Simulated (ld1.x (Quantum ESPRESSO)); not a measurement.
## Which setting gave this result? (Ca, PAW)

Base potential:

calcium, PAW, made with ld1.x (Quantum ESPRESSO) 7.5 (LDA (PZ), scalar-relativistic). Core [Ne], reference 3s2 3p6 3d0 4s0 4p0 (charge +2). Waves: 3s (bound): rcut 1.55, rcutus 2.10 bohr; 4s (bound, empty): rcut 1.55, rcutus 2.10 bohr; 3p (bound): rcut 1.65, rcutus 1.85 bohr; 4p (bound, empty): rcut 1.65, rcutus 1.85 bohr; 3d (bound, empty): rcut 1.65, rcutus 1.75 bohr; 3d channel at 2 Ry: rcut 1.65, rcutus 1.75 bohr. Local part: all-electron potential smoothed inside 1.50 bohr (lloc = -2). Core correction: a·sin(br)/r model core inside 1.35 bohr. Augmentation charge: BESSEL, radius 1.20 bohr.

Cutoffs, loose and tight: the cutoffs (Ry, on a coarse ladder) from which the occupation-weighted sum of valence levels, in a spherical-Bessel basis at the reference potential, stays within 10 and 1 mRy of its value at 400 Ry. They do not see the model core or the augmentation charge, which bear on the density cutoff. Test errors are all-electron minus pseudo excitation energies from the reference, over the configurations 3s2 3p6 3d0 4s2 4p0; 3s2 3p6 3d0 4s1 4p0; 3s2 3p6 3d0 4s1.5 4p0; 3s1 3p6 3d0 4s2 4p0; 3s2 3p6 3d1 4s1 4p0; 3s2 3p6 3d0 4s0 4p2; 3s2 3p6 3d0 4s0 4p1 (two spin-polarised tests are not counted in the largest error); variants that change the core or the reference have their own tests.

Only the scale of all radii but the core radius (base = 1) is moved (3 further runs of the sweep failed or gave no value and are left out):

```tsv
scale of all radii but the core radius (base = 1)	cutoff, loose	cutoff, tight	bound ghosts	largest test error (meV)
0.91	30 Ry	45 Ry	none	-2.4
1.11	18 Ry	35 Ry	none	+86
1.31	15 Ry	25 Ry	none	test run stopped at test 2 of 9 (negative rho), 1 before it not solved
1.39	12 Ry	21 Ry	none	test run stopped at test 1 of 9 (negative rho)
```

**Question.** One more run gave cutoff, loose: 21 Ry; cutoff, tight: 35 Ry; bound ghosts: none; largest test error (meV): +34. Which value of the scale of all radii but the core radius (base = 1) was used?

**Answer.** 1.02. The loose cutoff moves one way along this sweep, from 30 Ry at 0.91 to 12 Ry at 1.39, which places the run between 0.91 and 1.11.
